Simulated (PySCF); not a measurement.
Compound: C₅H₇O₃S (doublet state).
Cartesian coordinates in Å at the GFN2-xTB level; atoms count from 1:
```
atom  x, y, z in Å
C1    -2.818   -0.247   -0.918
C2    -1.862   -0.536    0.184
C3    -0.566   -0.243    0.137
C4     0.357   -0.539    1.227
C5     1.629   -0.242    1.209
S6     2.453    0.547   -0.118
O7     1.985    1.904   -0.196
O8     2.398   -0.292   -1.271
O9     3.978    0.598    0.373
H10   -3.282   -1.171   -1.262
H11   -2.315    0.231   -1.754
H12   -3.614    0.406   -0.560
H13   -2.282   -1.014    1.061
H14   -0.117    0.233   -0.722
H15   -0.078   -1.031    2.090
H16    4.125    1.406    0.867
```

The hyperfine couplings belong to this conformer and change with its torsions.

As a line formula: `C/C=C/C=[C]\S(=O)(=O)O` [radical].

The calculation used UKS B3LYP, pcH-1 on C H O S, non-relativistic, mean-field spin-orbit, GIAO (PySCF 2.14.0). The structure is a single GFN2-xTB conformer in the gas phase; no vibrational or solvent corrections. A GFN2-xTB geometry isn't a minimum of the functional, and hyperfine couplings can be far from their values at a DFT geometry. The SCF solution wasn't tested for stability.

(1) The isotropic 13C couplings are +436.7, +61.2, -5.1, +4.7, -2.1 MHz. Assign them to C1; C2; C3; C4; C5.

(2) Match the computed a_iso(17O) values +3.3, -3.3 MHz (means over equivalent nuclei) with the sites O7/O8; O9.

(3) Match the computed a_iso(1H) values +91.9, -6.2, -3.9, +3.5, -0.4 MHz (means over equivalent nuclei) with the sites H10/H11/H12; H13; H14; H15; H16.

Results:

(1) 
```tsv
site	a_iso (MHz)	ρ(0) (bohr⁻³)	position	distance from C5 (Å)	spin population	largest |T| (MHz)
C1	+4.7	+0.0042	4 bonds from C5	4.93	+0.01	1.0
C2	-2.1	-0.0019	3 bonds from C5	3.65	-0.06	10.4
C3	+61.2	+0.0545	2 bonds from C5	2.44	+0.09	9.9
C4	-5.1	-0.0045	1 bond from C5	1.31	-0.14	20.8
C5	+436.7	+0.3887	largest spin population	0.00	+0.95	122.9
```

(2) 
```csv
site,a_iso (MHz),ρ(0) (bohr⁻³),position,distance from C5 (Å),spin population,largest |T| (MHz)
O7/O8,-3.3,+0.0053,2 bonds from C5,2.59,+0.05,20.0
O9,+3.3,-0.0054,2 bonds from C5,2.63,+0.01,5.4
```

(3) 
```csv
site,a_iso (MHz),ρ(0) (bohr⁻³),position,distance from C5 (Å),bound to,spin population there,largest |T| (MHz)
H10/H11/H12,-3.9,-0.0009,5 bonds from C5,5.37,C1,+0.01,0.8
H13,+3.5,+0.0008,4 bonds from C5,3.99,C2,-0.06,3.9
H14,-6.2,-0.0014,3 bonds from C5,2.65,C3,+0.09,5.8
H15,+91.9,+0.0206,"2 bonds from C5, on C4 of spin population -0.14",2.08,C4,-0.14,12.1
H16,-0.4,-0.0001,3 bonds from C5,3.01,O9,+0.01,4.9
```

ρ(0) is the spin density at the nucleus and T the dipolar tensor; a_iso includes a spin–orbit part; entries for several nuclei are means. Largest spin populations (Mulliken): C5 (+0.95), C4 (-0.14) and C3 (+0.09). C5 is the only atom above +0.15.

Means are taken over nuclei equivalent by connectivity, which assumes that they swap fast. The three 1H nuclei of mean -3.9 MHz run from -6.3 to 0.2 MHz in the frozen geometry.
